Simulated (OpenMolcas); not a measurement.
V: effect of the IPEA shift

| Property | Result |
| --- | --- |
| Program | OpenMolcas |
| Basis | ANO-RCC-VTZP [6s5p3d2f1g] |
| Scalar Hamiltonian | DKH2, point nucleus |
| Active space | 3 electrons in 5 orbitals (3d) |
| State averaging | 2S+1 = 4 even, 10 roots; 2S+1 = 2 even, 40 roots |
| Spin-orbit coupling | state interaction with AMFI integrals over the reference wave functions, term energies averaged over their components |

Methods on the same reference wave functions:
A. CASSCF
B. MS-CASPT2, IPEA 0 Eh, imaginary shift 0.1 Eh (closed shells correlated: 3s 3p 4s)
C. MS-CASPT2, IPEA 0.25 Eh, imaginary shift 0.1 Eh (closed shells correlated: 3s 3p 4s)

Energies in cm⁻¹ above 3d³ 4s² ⁴F_3/2, the measured ground level; measured values from NIST Handbook of Basic Atomic Spectroscopic Data.

```csv
Level,A,B,C,Measured
3d³ 4s² ⁴F_3/2,0.0,0.0,0.0,0.0
3d³ 4s² ⁴F_5/2,146,148,148,137
3d³ 4s² ⁴F_7/2,348,350,349,323
3d³ 4s² ⁴F_9/2,601,602,602,553
3d³ 4s² ⁴P_1/2,14212,10480,11140,9545
3d³ 4s² ⁴P_3/2,14283,10540,11200,9637
3d³ 4s² ²G_7/2,14291,9200,10310,
3d³ 4s² ⁴P_5/2,14447,10720,11380,9825
3d³ 4s² ²G_9/2,14503,9420,10520,
3d³ 4s² ²P_1/2,18861,12990,13820,
3d³ 4s² ²H_9/2,18879,14720,15400,
3d³ 4s² ²P_3/2 [51 %],18961,12860,13830,
3d³ 4s² ²H_11/2,19045,14890,15570,
3d³ 4s² ²D_3/2(1) [53 %],20464,13530,14640,
3d³ 4s² ²D_5/2(1),20636,13470,14730,
3d³ 4s² ²F_7/2,32564,24530,25580,
3d³ 4s² ²F_5/2,32656,24620,25670,
3d³ 4s² ²D_5/2(2),50728,39340,40110,
3d³ 4s² ²D_3/2(2),50839,39450,40240,
```

Deviations, from unrounded energies. A percentage is the sum of absolute deviations over the sum of measured energies, with the sign that they share, or ± where signs differ.

```csv
Against measurement,Levels,A,B,C
mean absolute deviation (cm-1),6,2300,470,800
fine structure of the ground term (%),3,+8.0,+8.5,+8.4
other terms of the ground configuration (%),3,+48.0,+9.4,+16.3
```

B lies closest to measurement on these levels and A furthest from it. The largest miss of B in the table is 3d³ 4s² ⁴P_1/2, by +940 cm-1. The ranking rests on the paired levels alone, and a cruder setting can come out closer through cancelling errors.

Between B and C the level of the table that moves most is 3d³ 4s² ²D_5/2(1), by 1300 cm-1 (lowest in B, highest in C). Moves below CASPT2's spread within the term are not significant.

The mean deviations of B to C differ by less than CASPT2's widest spread within a term (1400 cm-1), so their order carries little weight.

From A to B the spin-free energies of the other terms of 3d³ 4s² shown, above ⁴F, scale by factors of 0.64 to 0.78.

The lowest spin-free term lies below A's lowest term by 0.409 hartree in B, 0.397 hartree in C.

CASPT2 breaks the degeneracy within a term, and the mean is taken; among the terms shown or strongly mixed into the levels shown the widest spread is 1400 cm-1 (3d³ 4s² ⁴F, B). With the s shell closed, the reference lacks s² → p², s² → d² and s → d mixing, so excited terms can stand far too high and out of order, with CASPT2 too. Without dynamic correlation excited terms often stand tens of per cent too high (terms of higher spin than the ground term too low), and those without a measured partner can miss by more than the paired ones (holds for A). Some terms miss by over 15 % even with CASPT2, which points to a basis or an active space too small for the shells correlated (holds for C). Measured partners are found by configuration, term and J. A level has none where our copy of the source lacks it or the pairing is in doubt (some pairs that miss far off the trend of their configuration count as doubtful), and it then counts in no deviation. Only configurations of the active space appear.

A share in square brackets marks a mixed level and gives the weight of the term that names it, the lowest over the columns. A number in round brackets counts repeated terms of one configuration in the order of the reference energies.
